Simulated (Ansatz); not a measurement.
A nudged elastic band was laid between two geometries of Cl2H4InNO (9 atoms, charge 0, multiplicity 1).

These are results of Ansatz 0.2.0, RKS PBE0-D4/def2-SVP, not measurements.

```yaml
movable_images: 7
climbing_image: yes
spring: 5.0 eV/Å²
optimiser: quadratic models (default)
start_path: through a guess of the saddle point
force_threshold: 0.03 eV/Å
iteration_limit: 60
end_points: relaxed
```

Initial state:

```xyz
9
Properties=species:S:1:pos:R:3
In -0.030 0.149 0.275
O -0.330 -0.257 2.215
H -0.576 -1.169 2.402
Cl 1.987 -0.501 -0.755
Cl -1.882 0.497 -1.141
N 0.453 2.283 0.933
H 1.408 2.567 0.714
H -0.191 2.978 0.556
H 0.344 2.246 1.949
```

Final state:

```xyz
9
Properties=species:S:1:pos:R:3
In 0.232 0.544 -0.117
O -0.017 0.005 2.114
H -0.907 -0.240 2.397
Cl 2.048 -0.671 -0.953
Cl -1.925 0.044 -0.907
N 0.469 2.331 0.918
H 1.400 2.739 0.833
H -0.194 3.052 0.633
H 0.076 0.988 2.231
```

Problem. What changes between the two ends?

Solution. Bonds broken: N6–H9. Bonds formed: O2–H9.

Problem. Give the energies along the band, and the barrier.

Solution. The run converged. The highest image is number 6 of 0 to 8, 63.5 kJ/mol above the first end and 13.5 kJ/mol above the last; the last end lies 50.1 kJ/mol above the first. A vibrational analysis at the climbing image gives one clearly imaginary mode, 951i cm⁻¹: a first-order saddle point. The orbitals stay closed-shell, which can raise the energy where a bond breaks towards radicals; this wasn't checked here.

| image | path coordinate (Å) | energy (kJ/mol) | N6–H9 (Å) | O2–H9 (Å) |
| --- | --- | --- | --- | --- |
| 0 | 0.00 | 0.0 | 1.02 | 2.61 |
| 1 | 0.32 | 0.6 | 1.02 | 2.41 |
| 2 | 0.64 | 2.8 | 1.03 | 2.22 |
| 3 | 0.96 | 7.0 | 1.03 | 2.03 |
| 4 | 1.28 | 15.4 | 1.04 | 1.81 |
| 5 | 1.60 | 37.8 | 1.11 | 1.51 |
| 6 | 1.92 | 63.5 | 1.36 | 1.18 |
| 7 | 2.25 | 53.1 | 1.67 | 1.03 |
| 8 | 2.58 | 50.1 | 1.92 | 0.99 |

Problem. What is the geometry of the highest image?

Solution. 
```xyz
9
Properties=species:S:1:pos:R:3
In 0.168 0.371 -0.091
O 0.019 0.093 2.066
H -0.800 -0.191 2.488
Cl 2.060 -0.634 -1.018
Cl -1.943 0.110 -1.073
N 0.428 2.208 1.003
H 1.353 2.635 1.006
H -0.260 2.941 0.835
H 0.158 1.258 1.930
```

Problem. What are the harmonic wavenumbers there?

Solution. 951i, 90, 94, 100, 116, 344, 371, 387, 395, 446, 505, 703, 716, 738, 799, 1507, 1557, 1836, 3552, 3651, 3899 cm⁻¹.

Run time: 3 min on 4 threads of Arm Neoverse V2, on a shared host, peak memory 0.29 GiB.
